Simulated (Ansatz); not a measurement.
A nudged elastic band was laid between two geometries of ClGe2H5 + H3N (12 atoms, charge 0, multiplicity 1).

These are results of Ansatz, RHF/def2-mTZVP, not measurements.

| Item | Value |
| --- | --- |
| movable images | 7 |
| climbing image | yes |
| spring | 5.0 eV/Å² |
| optimiser | quadratic models (default) |
| start path | through a guess of the saddle point |
| force threshold | 0.05 eV/Å |
| iteration limit | 60 |
| end points | relaxed |

Image 0:

```xyz
12
Properties=species:S:1:pos:R:3
Ge 0.503 -0.205 -0.200
H 0.645 0.038 1.303
H 1.902 -0.318 -0.823
Cl -0.301 1.657 -1.041
Ge -0.965 -2.070 -0.806
H -1.275 -2.919 0.431
H -2.255 -1.553 -1.445
H -0.234 -2.963 -1.828
N -2.601 0.094 1.288
H -2.853 0.837 0.663
H -3.439 -0.410 1.508
H -2.285 0.522 2.137
```

Image 8:

```xyz
12
Properties=species:S:1:pos:R:3
Ge -0.816 -0.187 -0.502
H 0.350 0.768 4.127
H 0.465 0.037 0.302
Cl -0.604 1.147 -2.244
Ge -1.157 -2.443 -1.391
H -1.157 -3.457 -0.238
H -2.508 -2.495 -2.117
H -0.028 -2.781 -2.372
N -2.216 0.315 0.544
H -3.132 0.249 0.148
H -2.130 1.187 1.024
H -0.226 0.372 3.906
```

What changes between the two ends?

Bonds broken: Ge1–H2, N9–H12. Bonds formed: Ge1–N9, H2–H12. ClGe2H5 + H3N becomes ClGe2H6N + H2.

Give the energies along the band, and the barrier.

The run converged. The highest image is number 5 of 0 to 8, 253.4 kJ/mol above the first end and 217.3 kJ/mol above the last; the last end lies 36.1 kJ/mol above the first. The profile has 2 maxima (images 2, 5) with wells between them (image 3): this band takes more than one step, which may be the mechanism or a detour left from its start path. Neighbouring images differ by up to 2.3 eV, so the band resolves the path poorly. A vibrational analysis at the climbing image gives one clearly imaginary mode, 1487i cm⁻¹: a first-order saddle point. The orbitals stay closed-shell, which can raise the energy where a bond breaks towards radicals; this wasn't checked here.

```tsv
image	path coordinate (Å)	energy (kJ/mol)	Ge1–H2 (Å)	N9–H12 (Å)	Ge1–N9 (Å)
0	0.00	0.0	1.53	1.00	3.46
1	2.40	7.5	1.53	1.00	4.26
2	4.79	12.6	1.53	1.00	4.96
3	7.19	2.3	1.53	1.00	3.37
4	9.58	33.2	1.53	1.00	2.93
5	11.98	253.4	2.43	1.16	1.93
6	14.33	39.4	3.97	3.08	1.82
7	16.67	35.9	4.51	3.55	1.82
8	19.02	36.1	4.87	3.91	1.82
```

What is the geometry of the highest image?


```xyz
12
Properties=species:S:1:pos:R:3
Ge -0.688 0.072 -0.296
H -0.187 -1.139 1.750
H 0.678 0.716 -0.128
Cl -1.709 1.398 -1.752
Ge -1.009 -2.245 -0.994
H -2.177 -2.809 -0.183
H -1.360 -2.270 -2.488
H 0.282 -3.017 -0.739
N -1.697 0.519 1.289
H -2.683 0.336 1.256
H -1.545 1.444 1.649
H -1.065 -0.295 1.824
```

Time of the run: 8.3 min on 4 threads of Arm Neoverse V2 (shared host), peak memory 0.41 GiB.
